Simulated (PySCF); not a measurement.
Computed with PBE-D3(BJ)/def2-TZVP // PBE0-D4/def2-SVP run with PySCF. Gas-phase values, no solvent. One relaxed conformer stands for a flexible species; it need not be the lowest. Excitations are Tamm–Dancoff values on a coarser integration grid. The basis has no diffuse functions, so Rydberg states are missing or too high.

Reference species (SMILES): `Bc1cc(S)cs1` (neutral, multiplicity 1).

```yaml
T1 excitation (TDA): 2.61 eV
S1–T1 gap (TDA): 0.44 eV
HOMO: -5.84 eV
```

Changed species: `Bc1csc(S)c1`.

Predict the effect on the T1 excitation (TDA), S1–T1 gap (TDA) and HOMO.

the T1 excitation (TDA) goes up by 0.35 eV, to 2.96 eV; the S1–T1 gap (TDA) falls by 0.09 eV, to 0.35 eV; the HOMO decreases by 0.24 eV, to -6.08 eV.
